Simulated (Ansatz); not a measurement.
`O[SiH2][Al]([OH])[OH]` and `[CH3][Al]([OH])[SiH2]O` differ in one atom or group.

Ansatz, PBE0-D4/def2-TZVP geometries, multiplicity 1. Each molecule was computed in one conformer, which needn't be the lowest.

```tsv
property	`O[SiH2][Al]([OH])[OH]`
HOMO–LUMO gap (PBE/def2-TZVPP) / eV	5.07
HOMO energy (ωB97M-V/def2-TZVPP) / eV	-9.71
HOMO energy (B3LYP/def2-TZVPP) / eV	-7.47
HOMO–LUMO gap (ωB97M-V/def2-TZVPP) / eV	10.69
LUMO energy (PBE0/def2-TZVPP) / eV	-0.69
size of the dipole moment (B3LYP/def2-TZVPP) / D	3.75
```

Question: What does the change do to each property? (Best estimate.)

Answer: Computed: 
```
                                        property  `[CH3][Al]([OH])[SiH2]O`  shift
             HOMO–LUMO gap (PBE/def2-TZVPP) / eV                      3.85  -1.22
           HOMO energy (ωB97M-V/def2-TZVPP) / eV                     -8.94   0.77
             HOMO energy (B3LYP/def2-TZVPP) / eV                     -6.73   0.74
         HOMO–LUMO gap (ωB97M-V/def2-TZVPP) / eV                      9.43  -1.26
              LUMO energy (PBE0/def2-TZVPP) / eV                     -1.15  -0.46
size of the dipole moment (B3LYP/def2-TZVPP) / D                      1.10  -2.65
```

With PBE0 the HOMO rises by 0.75 eV and the LUMO falls by 0.46 eV, so the gap narrows by about 1.21 eV. PBE moves the HOMO by 0.77 eV and ωB97M-V by 0.77 eV. Dipoles are sizes alone; their direction can turn.

B3LYP here is the variant with VWN-RPA as its local correlation; programs differ in this.
